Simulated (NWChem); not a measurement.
All runs are NWChem calculations. System: F$_{3}$Si, charge 0, spin multiplicity 2, at a geometry optimised with UPBE/def2-SVP. The structure started from a generated list of species. Its SCF solution wasn't tested for a lower state. Level: UMP2/3-21G, 8 core orbitals frozen.

NWChem printed:

```
             Northwest Computational Chemistry Package (NWChem) 7.3.0
             --------------------------------------------------------

                                NWChem Input Module
                                -------------------

 Scaling coordinates for geometry "geometry" by  1.889725989
 (inverse scale =  0.529177249)

 Turning off AUTOSYM since
 SYMMETRY directive was detected!

                             Geometry "geometry" -> ""
                             -------------------------

 Output coordinates in angstroms (scale by  1.889725989 to convert to a.u.)

  No.       Tag          Charge          X              Y              Z
 ---- ---------------- ---------- -------------- -------------- --------------
    1 F                    9.0000     0.75842000    -0.20130700     1.31436900
    2 Si                  14.0000     0.00082700     0.38508100     0.00000000
    3 F                    9.0000     0.75842000    -0.20130700    -1.31436900
    4 F                    9.0000    -1.51812700    -0.19640100     0.00000000

 Effective nuclear repulsion energy (a.u.)     171.9016824100

            Nuclear Dipole moment (a.u.)
            ----------------------------
        X                 Y               Z
 ---------------- ---------------- ----------------
    -0.0000094486    -0.0000018897     0.0000000000

      Symmetry information
      --------------------

 Group name             Cs
 Group number              2
 Group order               2
 No. of unique centers     3

      Symmetry unique atoms

     1    2    4


 Summary of "ao basis" -> "" (spherical)
 ------------------------------------------------------------------------------
       Tag                 Description            Shells   Functions and Types
 ---------------- ------------------------------  ------  ---------------------
 *                           3-21g                    on all atoms

 Summary of "ao basis" -> "ao basis" (spherical)
 ------------------------------------------------------------------------------
       Tag                 Description            Shells   Functions and Types
 ---------------- ------------------------------  ------  ---------------------
 F                           3-21g                   5        9   3s2p
 Si                          3-21g                   7       13   4s3p

                                 NWChem SCF Module
                                 -----------------

  ao basis        = "ao basis"
  functions       =    40
  atoms           =     4
  alpha electrons =    21
  beta  electrons =    20
  charge          =   0.00
  wavefunction    = UHF
  use symmetry    = T
  symmetry adapt  = T

 Summary of "ao basis" -> "ao basis" (spherical)
 ------------------------------------------------------------------------------
       Tag                 Description            Shells   Functions and Types
 ---------------- ------------------------------  ------  ---------------------
 F                           3-21g                   5        9   3s2p
 Si                          3-21g                   7       13   4s3p

      Symmetry analysis of basis
      --------------------------

        a'         26
        a"         14

 Forming initial guess at       0.0s

   Symmetry analysis of molecular orbitals - initial alpha
   -------------------------------------------------------

  Numbering of irreducible representations:

     1 a'          2 a"

  Orbital symmetries:

     1 a'          2 a'          3 a'          4 a"          5 a'
     6 a'          7 a"          8 a'          9 a'         10 a'
    11 a"         12 a'         13 a'         14 a"         15 a'
    16 a"         17 a'         18 a'         19 a"         20 a"
    21 a'         22 a'         23 a"         24 a'         25 a'
    26 a'         27 a'         28 a"         29 a'         30 a"
    31 a"

   Symmetry analysis of molecular orbitals - initial beta
   ------------------------------------------------------

  Numbering of irreducible representations:

     1 a'          2 a"

  Orbital symmetries:

     1 a'          2 a'          3 a'          4 a"          5 a'
     6 a"          7 a'          8 a'          9 a'         10 a'
[...]
 Vector   23  Occ=0.000000D+00  E= 2.244484D-01  Symmetry=a'
              MO Center=  1.5D-01,  5.2D-01,  5.0D-12, r^2= 3.9D+00
   Bfn.  Coefficient  Atom+Function         Bfn.  Coefficient  Atom+Function
  ----- ------------  ---------------      ----- ------------  ---------------
    20      1.143533  2 Si px                37      0.522847  4 F  s
     6     -0.261413  1 F  s                 28     -0.261413  3 F  s

 center of mass
 --------------
 x =  -0.00002922 y =  -0.01349801 z =   0.00000000

 moments of inertia (a.u.)
 ------------------
         257.326961365164           0.455940725019           0.000000000000
           0.455940725019         468.822114251593           0.000000000000
           0.000000000000           0.000000000000         257.325648620551

  Mulliken analysis of the total density
  --------------------------------------

    Atom       Charge   Shell Charges
 -----------   ------   -------------------------------------------------------
    1 F    9     9.52   1.98  0.44  2.46  1.54  3.10
    2 Si  14    12.44   2.00  1.97  5.86  0.71  1.15  0.36  0.38
    3 F    9     9.52   1.98  0.44  2.46  1.54  3.10
    4 F    9     9.52   1.98  0.44  2.46  1.54  3.10

  Mulliken analysis of the alpha density
  --------------------------------------

    Atom       Charge   Shell Charges
 -----------   ------   -------------------------------------------------------
    1 F    9     4.79   0.99  0.22  1.25  0.77  1.55
    2 Si  14     6.63   1.00  0.99  2.94  0.42  0.71  0.33  0.25
    3 F    9     4.79   0.99  0.22  1.25  0.77  1.55
    4 F    9     4.79   0.99  0.22  1.25  0.77  1.55

   Mulliken analysis of the beta density
   -------------------------------------

    Atom       Charge   Shell Charges
 -----------   ------   -------------------------------------------------------
    1 F    9     4.73   0.99  0.22  1.20  0.77  1.54
    2 Si  14     5.80   1.00  0.98  2.93  0.29  0.44  0.03  0.13
    3 F    9     4.73   0.99  0.22  1.20  0.77  1.54
    4 F    9     4.73   0.99  0.22  1.20  0.77  1.54

   Mulliken analysis of the spin density
   -------------------------------------

    Atom       Charge   Shell Charges
 -----------   ------   -------------------------------------------------------
    1 F    9     0.06   0.00  0.00  0.05 -0.00  0.01
    2 Si  14     0.83   0.00  0.01  0.01  0.13  0.26  0.30  0.12
    3 F    9     0.06   0.00  0.00  0.05 -0.00  0.01
    4 F    9     0.06   0.00  0.00  0.05 -0.00  0.01

       Multipole analysis of the density wrt the origin
       ------------------------------------------------

     L   x y z        total         alpha         beta         nuclear
     -   - - -        -----         -----         ----         -------
     0   0 0 0     -0.000000    -21.000000    -20.000000     41.000000

     1   1 0 0      0.002127     -0.000815      0.002951     -0.000009
     1   0 1 0      0.993513     -0.377816      1.371332     -0.000002
     1   0 0 1     -0.000000     -0.000000      0.000000      0.000000

     2   2 0 0    -22.823280    -67.995214    -65.873925    111.045859
     2   1 1 0      0.011576      0.110258      0.116443     -0.215125
     2   1 0 1      0.000000     -0.000000      0.000000      0.000000
     2   0 2 0    -17.450762    -16.853499    -11.855488     11.258225
     2   0 1 1      0.000000      0.000000     -0.000000      0.000000
     2   0 0 2    -22.823313    -67.995538    -65.874254    111.046479

                   NWChem MP2 Semi-direct Energy/Gradient Module
                   ---------------------------------------------

  Basis functions       =     40
  Molecular orbitals    =     40
  Frozen core           =      8
  Frozen virtuals       =      0
  Active alpha occupied =     13
  Active beta occupied  =     12
  Active alpha virtual  =     19
  Active beta virtual   =     20
  Use MO symmetry       = T
  Use skeleton AO sym   = T

  AO/Fock/Back tols     =   1.0D-09  1.0D-09  1.0D-09

 GA uses MA = F    GA memory limited = T

 Available:
  local mem=  1.26D+08
 global mem=  1.44D+08
 local disk=  0.00D+00
  mp2_memr nvloc                    19
  nvloc new                    19
   1 passes of  13:        2097152                       5531                    625926.
   1 passes of  13: M    126154766           G      144176000           F     124057614.

 Semi-direct pass number   1 of   1  for UHF alpha       at        0.1s
  vrange nnbf                   742
  mp2_eaftype                    10  avail_ma_in_mb                  1099
 EAF : mp2_eaftype filesize          10     312963.
  mp2_eaf for mointskh                     10
Node 0 wrote      1.5 Mb in      0.0 s     Agg I/O rate:  2039.1 Mb/s
 Done moints_semi at        0.2s
  mp2_eaftype                    10  avail_ma_in_mb                  1089
 EAF : mp2_eaftype filesize          10     312963.
  mp2_eaf for kh                    10
 Done maket at        0.2s
 Done multipass loop at        0.2s

 GA uses MA = F    GA memory limited = T

 Available:
  local mem=  1.26D+08
 global mem=  1.44D+08
 local disk=  0.00D+00
  mp2_memr nvloc                    20
  nvloc new                    20
   1 passes of  12:        2097152                       5467                    608267.
   1 passes of  12: M    126154766           G      144176000           F     124057614.

 Semi-direct pass number   1 of   1  for UHF beta        at        0.2s
  vrange nnbf                   742
  mp2_eaftype                    10  avail_ma_in_mb                  1099
 EAF : mp2_eaftype filesize          10     304133.
  mp2_eaf for mointskh                     10
Node 0 wrote      1.4 Mb in      0.0 s     Agg I/O rate:  2140.0 Mb/s
 Done moints_semi at        0.2s
  mp2_eaftype                    10  avail_ma_in_mb                  1089
 EAF : mp2_eaftype filesize          10     304133.
  mp2_eaf for kh                    10
 Done maket at        0.3s
 Done multipass loop at        0.3s

          -------------------------------------------
          SCF energy                -584.241729625484
          Correlation energy          -0.392460828426
          Singlet pairs                0.000000000000
          Triplet pairs                0.000000000000
          Total MP2 energy          -584.634190453909
          -------------------------------------------

          ---------------------------------------------------
                    Spin Component Scaled (SCS) MP2
          Same spin pairs                     -0.106537197457
          Same spin scaling factor             0.333333333333
          Opposite spin pairs                 -0.285923630969
          Opposite spin scaling fact.          1.200000000000
          SCS-MP2 correlation energy          -0.378620756315
          Total SCS-MP2 energy              -584.620350381799
          ---------------------------------------------------

 -----------------------
 Performance information
 -----------------------

 Timer overhead =  9.64D-08 seconds/call

               Nr. of calls         CPU time (s)                 Wall time (s)                GFlops
             ---------------    -------------------     ------------------------------   -------------------
Name         Min   Avg   Max    Min     Avg     Max     Min     Avg     Max   Mx/calls   Min     Max     Sum
mp2: moin     2     2     2   0.13    0.13    0.13     0.13    0.13    0.13    6.44E-2   0.0     0.0     0.0
mp2: make     2     2     2   1.36E-2 1.36E-2 1.36E-2  1.36E-2 1.36E-2 1.36E-2 6.82E-3   0.0     0.0     0.0
mp2: tota     1     1     1   0.15    0.15    0.15     0.15    0.15    0.15    0.15      0.0     0.0     0.0

 The average no. of pstat calls per process was 5.00D+00
 with a timing overhead of 4.82D-07s

 Task  times  cpu:        0.2s     wall:        0.2s

 Total times  cpu:        0.3s     wall:        0.3s
```

Problem. Write an NWChem input that would produce this output.

Solution. One answer among several that fit: 
```
start mol
memory heap 200 mb stack 900 mb global 1100 mb
geometry units angstroms nocenter noautoz
  F      0.758420    -0.201307     1.314369
  Si     0.000827     0.385081     0.000000
  F      0.758420    -0.201307    -1.314369
  F     -1.518127    -0.196401     0.000000
  symmetry group Cs
end
basis spherical
  * library 3-21g
end
scf
  uhf
  nopen 1
  maxiter 100
  thresh 1e-7
  semidirect memsize 60000000 filesize 0
  # guess.movecs holds the orbitals of an unrestricted PBE0 run
  vectors input guess.movecs output mol.movecs
end
mp2
  freeze core 8
end
task mp2 energy
```
